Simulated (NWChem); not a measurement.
System: BH3SeO2; SMILES OB([SeH])O

```xyz
7

B      0.0026    -0.9724     0.0000
O      1.1545    -1.6967     0.0000
H      1.9634    -1.1783     0.0000
O     -1.1906    -1.6108     0.0000
H     -1.0753    -2.5688     0.0000
Se     0.0243     0.9990     0.0000
H     -1.4393     1.1044     0.0000
```
Atoms are numbered in this order, from 1.

All runs: NWChem. Medium grid unless said otherwise, to which SCAN and Minnesota functionals are sensitive. Structure relaxed at the PBE0/def2-SVP level. Hybrids' shares of exact exchange are those that their runs print; pure functionals count as 0. The functionals differ in more than this share.

```csv
row,share of exact exchange,orbital gap (eV)
PBE/def2-SVP,0.00,5.19
"LDA (Slater exchange, VWN5)/def2-SVP",0.00,5.16
TPSSh/def2-SVP,0.10,6.33
B3LYP/def2-SVP,0.20,6.76
PBE0/def2-SVP,0.25,7.34
M06-2X/def2-SVP,0.54,withheld
```

Fit a straight line of the last column on the one before it, predict the withheld value, and compare with the run.


1. Means of the 5 shown rows: x = 0.110, y = 6.156. Slope Σ(x − x̄)(y − ȳ)/Σ(x − x̄)² = 0.4342/0.05200 = 8.350; intercept 5.238.
2. The shown rows scatter about the line by 0.139 (root mean square); the largest residual is +0.26, at TPSSh/def2-SVP.
3. At x = 0.54 (M06-2X/def2-SVP; beyond the shown range) the line gives 9.75.
4. The run gives 9.26, -0.49 from the line, 3.5 times the scatter.
